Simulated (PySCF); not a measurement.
C2H6Cl2GeO2 (SMILES C[O][Ge]([Cl])([Cl])[O]C), singlet, at a GFN2-xTB geometry, atoms displaced at random by about 0.03 Å a coordinate; PBE/STO-3G, gradient in PySCF.

Here is a job for PySCF.
```python
from pyscf import gto, scf, dft

mol = gto.Mole()
mol.atom = '''
    C    -2.32227242    0.85188143    1.21899233
    O    -0.87555578    0.61485984    1.28775326
    Ge    0.08768855   -0.17346371   -0.00700902
    Cl   -0.23730368   -2.19084487   -0.19098734
    Cl   -0.31599025    0.91064369   -1.80324989
    O     1.75078471    0.05826410    0.46746631
    C     2.44691727    1.26549211    0.83844133
    H    -2.85509684   -0.10495521    1.30867692
    H    -2.56093566    1.45697748    0.46955648
    H    -2.49628683    1.46025438    2.24392700
    H     1.88016722    1.70280038    1.71328090
    H     2.47475751    1.95195646   -0.02053566
    H     3.40964080    0.89878752    1.17700885
'''
mol.basis = 'sto-3g'
mol.verbose = 4
mol.build()

mf = dft.RKS(mol)
mf.xc = 'pbe'
mf.kernel()
g = mf.nuc_grad_method()
g.grid_response = True
grad = g.kernel()
```

Problem. Write the output that PySCF gives for this input, abridged.

Solution. 
```
PySCF version 2.14.0

[INPUT] verbose = 4
[INPUT] num. atoms = 13
[INPUT] num. electrons = 100
[INPUT] charge = 0
[INPUT] spin (= nelec alpha-beta = 2S) = 0
[INPUT] symmetry False subgroup None
[INPUT] Mole.unit = angstrom
[INPUT] Symbol           X                Y                Z      unit          X                Y                Z       unit  Magmom
[...]
nuclear repulsion = 850.245805008466
number of shells = 36
number of NR pGTOs = 186
number of NR cGTOs = 62
basis = sto-3g
ecp = {}

******** <class 'pyscf.dft.rks.RKS'> ********
method = RKS
initial guess = minao
damping factor = 0
level_shift factor = 0
DIIS = <class 'pyscf.scf.diis.CDIIS'>
diis_start_cycle = 1
diis_space = 8
diis_damp = 0
SCF conv_tol = 1e-09
SCF conv_tol_grad = None
SCF max_cycles = 50
direct_scf = True
direct_scf_tol = 1e-13
XC library pyscf.dft.libxc version 7.1.2
    S. Lehtola, C. Steigemann, M. J. T. Oliveira, and M. A. L. Marques,  SoftwareX 7, 1–5 (2018)
XC functionals = pbe
    J. P. Perdew, K. Burke, and M. Ernzerhof,  Phys. Rev. Lett. 77, 3865 (1996)
    J. P. Perdew, K. Burke, and M. Ernzerhof,  Phys. Rev. Lett. 78, 1396 (1997)
    J. P. Perdew, K. Burke, and M. Ernzerhof,  Phys. Rev. Lett. 77, 3865 (1996)
    J. P. Perdew, K. Burke, and M. Ernzerhof,  Phys. Rev. Lett. 78, 1396 (1997)
radial grids:
    Treutler-Ahlrichs [JCP 102, 346 (1995); DOI:10.1063/1.469408] (M4) radial grids

becke partition: Becke, JCP 88, 2547 (1988); DOI:10.1063/1.454033
pruning grids: <function nwchem_prune>
grids dens level: 3
symmetrized grids: False
atomic radii adjust function: <function treutler_atomic_radii_adjust>
small_rho_cutoff = 0
Set gradient conv threshold to 3.16228e-05
Initial guess from minao.
tot grids = 173648
init E= -3187.48611011545
[...]
cycle= 1 E= -3189.50066535322  delta_E= -2.01  |g|= 0.714  |ddm|= 4.52
[...]
cycle= 2 E= -3188.26794086332  delta_E= 1.23  |g|= 2.13  |ddm|=  4.8
[...]
cycle= 3 E= -3189.668818712  delta_E= -1.4  |g|= 0.238  |ddm|= 4.24
[...]
cycle= 4 E= -3189.68992744802  delta_E= -0.0211  |g|= 0.104  |ddm|= 0.75
[...]
cycle= 5 E= -3189.69387107436  delta_E= -0.00394  |g|= 0.0274  |ddm|= 0.204
[...]
cycle= 6 E= -3189.69408883955  delta_E= -0.000218  |g|= 0.0167  |ddm|= 0.0774
[...]
cycle= 7 E= -3189.69418024123  delta_E= -9.14e-05  |g|= 0.00271  |ddm|= 0.0322
[...]
cycle= 8 E= -3189.69418297793  delta_E= -2.74e-06  |g|= 0.000439  |ddm|= 0.00586
[...]
cycle= 9 E= -3189.6941830617  delta_E= -8.38e-08  |g|= 0.00012  |ddm|= 0.00124
[...]
cycle= 10 E= -3189.69418306778  delta_E= -6.08e-09  |g|= 1.54e-05  |ddm|= 0.000257
[...]
cycle= 11 E= -3189.6941830679  delta_E= -1.12e-10  |g|= 3.61e-06  |ddm|= 5.11e-05
[...]
Extra cycle  E= -3189.69418306789  delta_E= 4.55e-12  |g|= 4.56e-06  |ddm|= 2.23e-05
converged SCF energy = -3189.69418306789

******** <class 'pyscf.grad.rks.Gradients'> for <class 'pyscf.dft.rks.RKS'> ********
unit = Eh/Bohr
grid_response = True
--------------- RKS gradients ---------------
         x                y                z
0 C    -0.0495099064     0.0397796831    -0.1467196216
1 O    -0.0317349844     0.0092370558     0.0086729296
2 Ge    -0.0155526950    -0.0617527119    -0.0480902714
3 Cl     0.0025026582     0.0346367831     0.0047530476
4 Cl     0.0048041821    -0.0083326373     0.0214299605
5 O     0.0266275555     0.0517569265     0.0159667249
6 C     0.0545637857     0.0018505046    -0.0136959291
7 H     0.0167105760     0.0054104114     0.0079233333
8 H     0.0403224872    -0.0672977575     0.0991714040
9 H     0.0015163514     0.0255931496     0.0440100684
10 H    -0.0131725459    -0.0113010785     0.0061909145
11 H    -0.0100805814    -0.0157978582     0.0041294404
12 H    -0.0269968830    -0.0037824706    -0.0037420011
----------------------------------------------
```
